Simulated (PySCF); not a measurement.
(3E)-penta-1,3-diene (C₅H₈), SMILES C=C/C=C/C.

Coordinates come from a B3LYP-D3(BJ)/def2-SVP optimisation. The values are those of a single conformer.

Computed with SMD-PBE0/6-31G* (PySCF).

Solvation free energies are E(SMD) − E(gas) at the gas-phase geometry, for 1 M in both phases. In vacuum the dipole moment is 0.60 D.

Question: Estimate the solvation free energies in water, tetrahydrofuran, cyclohexanone. (The exact figures need the calculation; the answer reports its results.)

Answer: 
```json
[
 {"solvent": "water", "ΔG(solv) (kcal/mol)": "0.4", "its non-electrostatic (CDS) part": "4.0", "dipole (D)": "0.88"},
 {"solvent": "tetrahydrofuran", "ΔG(solv) (kcal/mol)": "-3.5", "its non-electrostatic (CDS) part": "-0.7", "dipole (D)": "0.83"},
 {"solvent": "cyclohexanone", "ΔG(solv) (kcal/mol)": "-3.3", "its non-electrostatic (CDS) part": "-0.1", "dipole (D)": "0.86"}
]
```
